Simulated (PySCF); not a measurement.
C2H8FNSi2, SMILES N([SiH3])[Si@@H](C=C)F.

Coordinates come from a B3LYP-D3(BJ)/def2-SVP optimisation. The structure was generated by enumeration; whether it is a known compound was not checked. Other conformers were not sampled.

The numbers are results of B3LYP-D3(BJ)/def2-SVP in PySCF, not measurements.

Frequencies are harmonic and unscaled.

| mode | ν (cm⁻¹) | IR (km/mol) | moving atoms (share of kinetic energy) |
|---|---|---|---|
| 1 | 52 | 0.6 | H 31 %, F 23 %, Si 19 %, C 16 %, N 11 % |
| 2 | 85 | 0.7 | H 70 %, Si 10 %, F 9 % |
| 3 | 99 | 0.4 | H 44 %, C 43 %, F 8 % |
| 4 | 124 | 0.6 | Si 32 %, H 26 %, C 25 %, F 10 % |
| 5 | 188 | 1.9 | H 24 %, N 24 %, C 20 %, Si 16 %, F 16 % |
| 6 | 262 | 5.5 | F 33 %, H 23 %, C 19 %, N 15 %, Si 10 % |
| 7 | 328 | 9.4 | H 39 %, Si 27 %, F 18 %, N 12 % |
| 8 | 371 | 34.8 | H 49 %, N 21 %, C 17 % |
| 9 | 423 | 20.0 | H 49 %, Si 21 %, C 20 % |
| 10 | 542 | 24.9 | H 54 %, C 31 %, Si 8 % |
| 11 | 596 | 7.6 | Si 42 %, H 31 %, N 19 % |
| 12 | 693 | 8.4 | C 40 %, H 35 %, Si 24 % |
| 13 | 717 | 58.9 | H 82 %, N 9 %, Si 9 % |
| 14 | 742 | 49.7 | H 72 %, N 14 %, Si 9 % |
| 15 | 839 | 23.6 | H 54 %, F 33 %, Si 10 % |
| 16 | 868 | 305.1 | H 54 %, Si 25 %, N 10 %, F 9 % |
| 17 | 905 | 110.7 | H 57 %, Si 22 %, F 12 %, N 10 % |
| 18 | 937 | 165.2 | H 84 %, Si 9 % |
| 19 | 941 | 310.9 | H 49 %, N 25 %, Si 23 % |
| 20 | 972 | 90.5 | H 94 % |
| 21 | 1001 | 89.1 | H 81 %, C 15 % |
| 22 | 1002 | 10.3 | H 78 %, C 18 % |
| 23 | 1022 | 45.9 | H 76 %, Si 11 %, C 9 % |
| 24 | 1044 | 17.2 | H 92 % |
| 25 | 1201 | 161.7 | H 65 %, N 31 % |
| 26 | 1277 | 3.4 | H 72 %, C 28 % |
| 27 | 1421 | 19.7 | H 83 %, C 17 % |
| 28 | 1669 | 11.1 | C 85 %, H 15 % |
| 29 | 2201 | 138.4 | H 96 % |
| 30 | 2219 | 138.3 | H 97 % |
| 31 | 2252 | 157.4 | H 97 % |
| 32 | 2254 | 70.6 | H 97 % |
| 33 | 3115 | 10.9 | H 95 % |
| 34 | 3134 | 2.7 | H 92 %, C 8 % |
| 35 | 3206 | 9.9 | H 89 %, C 11 % |
| 36 | 3577 | 40.6 | H 93 % |
